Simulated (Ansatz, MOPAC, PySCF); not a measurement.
Complex: H2S (SMILES S) (first 3 atoms) with CH3Cl (SMILES CCl); geometry from B3LYP-D3(BJ)/def2-TZVP, rigid monomers moved along the line of their centres of mass till H3···Cl5 is 3.12 Å.
(charge 0, multiplicity 1):
```xyz
8

S     -1.9933    -0.3872    -0.4380
H     -1.2636     0.6439    -0.8930
H     -0.9095    -1.0126     0.0551
C     -0.1393    -0.2077     3.4034
Cl     1.0221    -1.2396     2.4968
H     -0.5339    -0.7912     4.2295
H      0.3980     0.6618     3.7691
H     -0.9315     0.0828     2.7197
```

Interaction energies are E(AB) − E(A) − E(B) at the monomers' geometry in the complex; basis-set methods are counterpoise corrected. Rows marked so take none.

Rows in STO-3G carry no dispersion term and start afresh at each structure. The state that PM6, PM7 reach isn't checked; PM7 holds dispersion and hydrogen-bond terms.

Codes used: Ansatz (an electronic-structure program) with Gaussian orbitals; MOPAC for PM6, PM7 (differences of heats of formation); PySCF for STO-3G rows. Values without a source in brackets are computed.

Problem. One of these levels gives -1.72 kcal/mol for the interaction energy. Which one is it?
A. HF/aug-cc-pV(D+d)Z
B. PM6
C. PM7
D. HF/STO-3G (no counterpoise)

Solution. C, PM7. The others give -1.19 (PM6), -0.48 (HF/STO-3G (no counterpoise)), -0.79 (HF/aug-cc-pV(D+d)Z)
